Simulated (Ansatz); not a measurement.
Reactions of `N[SiH2][SiH](F)[SiH3]`.

Computed with Ansatz on PBE0-D4/def2-TZVP structures; ΔE is electronic, products minus reactants. CCSD(T)/CBS adds triple-zeta CCSD(T) − MP2 to the extrapolated MP2 energy (def2 sets, frozen cores). This one scheme is used for every species. DFT in def2-TZVPP. For Br outer-core shells are correlated without core-valence functions, which leaves a few kJ/mol of doubt a bond. Scalar relativity is left out up to krypton. One conformer a species, not always the lowest.

| reaction | CCSD(T)/CBS(def2) (eV) |
| --- | --- |
| `N[SiH2][SiH](F)[SiH3]` + H₂ → `F[SiH]([SiH3])[SiH3]` + NH₃ | ? |
| `N[SiH2][SiH](F)[SiH3]` + BH₃ → `B[SiH](F)[SiH2]N` + SiH₄ | 0.12 |
| `N[SiH2][SiH](F)[SiH3]` + HCl → `F[SiH]([SiH3])Cl` + `N[SiH3]` | -1.17 |
| `N[SiH2][SiH](F)[SiH3]` + HBr → `N[SiH2][SiH](F)Br` + SiH₄ | -1.15 |

Question: Fill in the missing values. (An estimate is asked.)

Answer: Computed: `N[SiH2][SiH](F)[SiH3]` + H₂ → `F[SiH]([SiH3])[SiH3]` + NH₃: +0.17 eV.

Largest T1 diagnostic: 0.013, for `F[SiH]([SiH3])[SiH3]`.
